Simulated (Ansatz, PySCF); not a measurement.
Complex: HF (SMILES F) (first 2 atoms) with H4OSi (SMILES O[SiH3]); geometry from B3LYP-D3(BJ)/def2-TZVP.
(charge 0, multiplicity 1):
```xyz
8

F      1.011    -1.028     0.190
H      0.841    -0.834     1.096
O      0.510    -0.473     2.715
Si    -0.693     0.550     3.263
H      1.063    -0.930     3.355
H     -1.664    -0.198     4.092
H     -1.330     1.074     2.043
H     -0.107     1.642     4.071
```

Interaction energies are E(AB) − E(A) − E(B) at the monomers' geometry in the complex; basis-set methods are counterpoise corrected.

Frozen-core correlation.

Codes used: Ansatz (Gaussian basis) for Hartree–Fock, density functionals and correlated methods; PySCF for M06-2X. Each number belongs to the level named beside it.

Problem. Predict the interaction energy from CCSD(T)/aug-cc-pV(D+d)Z.

Solution. -7.3 kcal/mol

Problem. Give the interaction energy at the level SCS-MP2/aug-cc-pV(D+d)Z.

Solution. -6.7 kcal/mol

Problem. Predict the interaction energy from M06-2X/def2-TZVPPD.

Solution. -8.8 kcal/mol

Ansatz is a first-principles code.
